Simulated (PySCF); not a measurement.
PySCF input for AlGeH₅O₂S, SMILES [OH][Al]([OH])[S][GeH3], KT2/pcSseg-1. The structure is a stationary point at B3LYP-D3(BJ)/def2-SVP. The structure was generated by enumeration; whether it is a known compound was not checked. One conformer was computed; it need not be the lowest.

```python
import numpy as np
from pyscf import gto, scf, dft
from pyscf.prop.nmr import rks as nmr

mol = gto.M(
    atom='''
    Ge   -0.16851689   -1.73212622   -0.00000000
    S     1.30777531   -0.01692678    0.00000000
    Al   -0.11524892    1.62672375   -0.00000000
    O     0.33037208    3.26508161    0.00000000
    O    -1.75390546    1.17858265   -0.00000000
    H    -1.03922038   -1.69543901   -1.26740606
    H    -1.03922038   -1.69543901    1.26740607
    H     0.71807213   -2.99285741   -0.00000000
    H     1.22534354    3.61483665    0.00000000
    H    -2.51033641    1.77104338   -0.00000000
    ''',
    basis='pcSseg-1',
    charge=0,
    spin=0,
    max_memory=1600,
    verbose=3,
)
mf = dft.RKS(mol, xc='kt2')
mf.grids.level = 3
mf.conv_tol = 1e-10
mf.max_cycle = 100
mf.kernel()
n = nmr.NMR(mf)
n.verbose = 2
n.max_cycle_cphf = 60
sigma = n.kernel()
print('atom   isotropic/ppm   span/ppm')
for i, s in enumerate(sigma):
    w = np.linalg.eigvalsh((s + s.T) / 2)
    print(f'{mol.atom_symbol(i):2s}{i + 1:3d} {w.mean():14.3f} {w[2] - w[0]:11.3f}')
```

Output:

```
converged SCF energy = -2887.06622830691
atom   isotropic/ppm   span/ppm
Ge  1       1484.078     256.750
S   2        837.379      91.569
Al  3        441.361     104.466
O   4        284.829     104.966
O   5        300.580      74.945
H   6         26.167      17.111
H   7         26.167      17.111
H   8         26.474      18.301
H   9         29.101      19.865
H  10         29.607      23.662
```

Self-consistency was reached.
